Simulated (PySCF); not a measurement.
## Polarisability and C₆ of Zn⁺ (zinc, charge +1)

[Ar] 3d10 4s1, 2S determinant. Computed with PySCF 2.14 in def2-QZVPPD, with the non-relativistic Hamiltonian (point nucleus). Coupled (time-dependent) response in atomic units; α is the mean over directions.

| method | mean α (bohr³) | C₆ (like pair) | S(−4) |
| --- | --- | --- | --- |
| UHF | 25.49 | 111.7 | 632.4 |
| PBE | 17.97 | 75.91 | 266.1 |
| PBE0 | 19.35 | 81.68 | 324.6 |

S(−4) is the Cauchy moment in α(ω) = α(0) + S(−4) ω² + …

α(iu) at UHF:

```csv
u (hartree),α(iu) (bohr³)
0,25.49
0.0500,24.01
0.100,20.53
0.200,13.44
0.300,9.035
0.500,5.084
0.750,3.226
1.00,2.363
1.50,1.537
2.00,1.128
3.00,0.7131
5.00,0.3734
```

A single London oscillator, α(iu) = α/(1 + u²/ω²), gives C₆ = (3/4) ω α². Matching the computed C₆ needs ω = 4 × 111.7 / (3 × 25.49²) = 0.229 hartree.

For an ion, C₆ is the dispersion term alone; charge-induced terms of lower order in 1/R come first.
